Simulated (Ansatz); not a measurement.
CH6O3Si (`OC(O)(O)[SiH3]`), relaxed with RKS PBE0-D4/def2-TZVP in Ansatz from a PBE-D4/def2-SVP geometry. The force threshold is 0.005 eV/Å; the program also tests the step.

The species carries charge 0 and has multiplicity 1.

Start:

```xyz
11

O    -0.387    1.543    0.151
C     0.147    0.240    0.310
O     1.558    0.319    0.254
O    -0.233   -0.281    1.565
Si   -0.514   -0.915   -1.098
H    -0.855    1.721    0.992
H     1.743    1.272    0.124
H     0.594   -0.269    2.092
H     0.161   -2.255   -1.009
H    -2.000   -1.088   -0.951
H    -0.213   -0.286   -2.429
```

```csv
step,energy (eV),largest force (eV/Å),largest move (Å)
1,-15145.5207,0.816,0.000
2,-15145.5571,0.281,0.022
3,-15145.5622,0.058,0.009
4,-15145.5626,0.018,0.004
5,-15145.5628,0.007,0.006
6 (rejected),-15145.5627,0.081,0.009
7,-15145.5628,0.009,0.004
8,-15145.5632,0.064,0.038
9,-15145.5636,0.191,0.059
10,-15145.5731,0.224,0.200
11,-15145.5796,0.093,0.096
13,-15145.5814,0.044,0.022
15 (rejected),-15145.5810,0.213,0.024
17,-15145.5823,0.021,0.027
19,-15145.5825,0.020,0.018
21,-15145.5828,0.042,0.035
23,-15145.5832,0.113,0.011
25 (rejected),-15145.5476,0.855,0.097
27,-15145.5855,0.123,0.062
29,-15145.5870,0.026,0.041
31,-15145.5873,0.007,0.014
32,-15145.5873,0.002,0.002
```

End:

```xyz
11

O    -0.289    1.505    0.427
C     0.229    0.192    0.401
O     1.611    0.349    0.266
O    -0.021   -0.485    1.577
Si   -0.503   -0.847   -1.048
H    -1.234    1.449    0.598
H     1.761    1.169   -0.215
H     0.519   -0.067    2.264
H     0.028   -2.230   -1.018
H    -1.987   -0.864   -0.940
H    -0.114   -0.171   -2.312
```

Run time 48 s (4 threads of an Intel Xeon 6975P-C on a shared host); peak host memory 0.51 GiB.
